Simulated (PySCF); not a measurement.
```xyz
21

Si     3.3200    -0.8248    -0.0326
C      1.5817    -0.0984     0.0069
C      1.4928     1.2932     0.1985
C      0.3872     2.1363     0.2976
C     -0.9717     1.8151     0.2316
C     -1.5617     0.5724     0.0473
C     -2.9416     0.3105    -0.0121
C     -3.1214    -1.0654    -0.2100
C     -1.8729    -1.7043    -0.2806
C     -0.8682    -0.7356    -0.1267
C      0.5018    -0.9830    -0.1365
H      4.1984    -0.0259    -0.9419
H      3.9457    -0.8056     1.3272
H      3.2614    -2.2386    -0.5120
H      2.4525     1.8182     0.2844
H      0.6163     3.1953     0.4474
H     -1.6675     2.6546     0.3386
H     -3.7268     1.0604     0.0804
H     -4.0873    -1.5658    -0.2968
H     -1.6986    -2.7699    -0.4282
H      0.7601    -2.0390    -0.2824
```

Charge 0, multiplicity 1.

### Question
Give the Mulliken and meta-Löwdin atomic charges from PySCF 2.14.0 with PBE0-D3(BJ)/def2-TZVP // PBE0-D3(BJ)/def2-SVP.

### Answer

```
atom  Mulliken (e)  meta-Löwdin (e)
----  ------------  ---------------
Si1           0.15             0.46
C2            0.13            -0.25
C3           -0.19            -0.07
C4           -0.11            -0.14
C5           -0.17            -0.07
C6            0.08             0.01
C7           -0.19            -0.18
C8           -0.12            -0.11
C9           -0.20            -0.18
C10           0.14             0.00
C11          -0.29            -0.06
H12          -0.02            -0.09
H13          -0.02            -0.09
H14          -0.03            -0.09
H15           0.12             0.12
H16           0.12             0.12
H17           0.12             0.13
H18           0.12             0.12
H19           0.12             0.13
H20           0.12             0.12
H21           0.11             0.12
```
